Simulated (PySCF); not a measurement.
1,1-difluoroethane cation (C2H4F2), SMILES FC(F)C (connectivity only; charge and spin as stated), charge +1, multiplicity 2. Atoms are numbered in the order given.

```xyz
8

C     -1.4614    -0.0920     0.0000
C      0.1281     0.2685     0.0000
F      0.7360    -0.1049    -1.0896
F      0.7360    -0.1049     1.0896
H     -1.3670    -1.2083     0.0000
H     -1.9113     0.3118    -0.9248
H     -1.9113     0.3118     0.9248
H     -0.0585     1.4137     0.0000
```
Charge +1, spin multiplicity 2.

Geometry: PBE-D3(BJ)/def2-SVP. The multiplicity is an assumed one; other spin states were not compared.

Method: PBE-D3(BJ)/def2-SVP in PySCF.

Harmonic, unscaled wavenumbers; measured fundamentals usually lie a few per cent lower.

```
mode  ν (cm⁻¹)  IR (km/mol)  moving atoms (share of kinetic energy)
----  --------  -----------  --------------------------------------
1          191          0.8                                  H 94 %
2          329          0.2                  F 51 %, C 29 %, H 20 %
3          338         12.1                   C 81 %, F 11 %, H 8 %
4          471         23.2                  C 50 %, F 39 %, H 11 %
5          624          6.3                          F 62 %, C 30 %
6          860         48.2                          H 79 %, C 15 %
7          868          7.6                          H 84 %, C 11 %
8          937         23.6                          H 86 %, C 11 %
9         1083         32.9                                  H 93 %
10        1184         70.1                  C 40 %, F 30 %, H 30 %
11        1231          0.3                          H 83 %, C 12 %
12        1244         29.0                   H 66 %, C 25 %, F 9 %
13        1323        175.4                          C 67 %, F 25 %
14        1380         17.9                                  H 95 %
15        2515        136.0                                  H 93 %
16        2896        122.4                                  H 97 %
17        3097         32.9                           H 92 %, C 8 %
18        3166         29.2                          H 89 %, C 11 %
```
